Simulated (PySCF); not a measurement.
Species: C₃H₁₂OSi₃.
Atom-mapped SMILES: `[CH2:1]=[CH:2][CH2:3][SiH2:4][O:5][SiH2:6][SiH3:7]` (hydrogens: H8, H9 on C1; H10 on C2; H11, H12 on C3; H13, H14 on Si4; H15, H16 on Si6; H17, H18, H19 on Si7)

Structure used (GFN2-xTB), in Å, numbered top down from 1:
```xyz
19
C3H12OSi3 angstrom
C     -1.449    1.690    0.110
C     -2.052    0.537   -0.122
C     -1.698   -0.750    0.531
Si    -0.718   -1.867   -0.671
O      0.593   -1.078   -1.187
Si     1.688    0.127   -1.291
Si     2.489    0.598    0.815
H     -1.723    2.594   -0.407
H     -0.661    1.777    0.842
H     -2.842    0.481   -0.860
H     -2.603   -1.271    0.843
H     -1.099   -0.560    1.423
H     -0.232   -3.059    0.023
H     -1.496   -2.174   -1.870
H      1.004    1.234   -1.969
H      2.673   -0.443   -2.220
H      2.339   -0.503    1.777
H      1.854    1.757    1.459
H      3.922    0.919    0.783
```

Vertical excitations from PySCF (density fitting, frozen core in the response, grid level 2 and gas phase unless stated; continuum runs use non-equilibrium linear response for the excitations) on a GFN2-xTB geometry. Reference run:

```
                              settings    S1, eV (f)    S2, eV (f)    S3, eV (f)    S4, eV (f)    S5, eV (f)    S6, eV (f)  T1, eV (Tamm–Dancoff)  mean α (au)
PBE0/def2-SVPD, full TDDFT, 6 singlets  5.69 (0.021)  6.18 (0.005)  6.25 (0.047)  6.59 (0.125)  6.75 (0.009)  6.82 (0.001)                   4.27        119.1
```

Q: What do these settings give: BHandHLYP/6-31G, fitting basis def2-universal-jkfit, full TDDFT, 25 singlets?

A: 
```tsv
settings	S1, eV (f)	S2, eV (f)	S3, eV (f)	S4, eV (f)	S5, eV (f)	S6, eV (f)	T1, eV (Tamm–Dancoff)	mean α (au)
BHandHLYP/6-31G, fitting basis def2-universal-jkfit, full TDDFT, 25 singlets	6.72 (0.020)	6.99 (0.012)	7.38 (0.250)	7.70 (0.022)	7.91 (0.049)	7.96 (0.039)	4.28	94.4
```

S1 moves by +1.03 eV; functional and basis change together, so the shift can't be laid on one. States are counted by energy in each run and needn't keep their character from row to row.

Q: Give the leading configurations of S1 (H = HOMO, L = LUMO) and the HOMO–LUMO gap of each run.

A: 
```json
{"settings": "PBE0/def2-SVPD, full TDDFT, 6 singlets", "S1 configurations (weight)": "H→L 0.97", "S1 (eV)": "5.69", "orbital gap (eV)": "6.64", "S1 − gap (eV)": "-0.95"}
{"settings": "BHandHLYP/6-31G, fitting basis def2-universal-jkfit, full TDDFT, 25 singlets", "S1 configurations (weight)": "H→L 0.78, H−1→L 0.13", "S1 (eV)": "6.72", "orbital gap (eV)": "8.76", "S1 − gap (eV)": "-2.04"}
```

One conformer stands for the species.
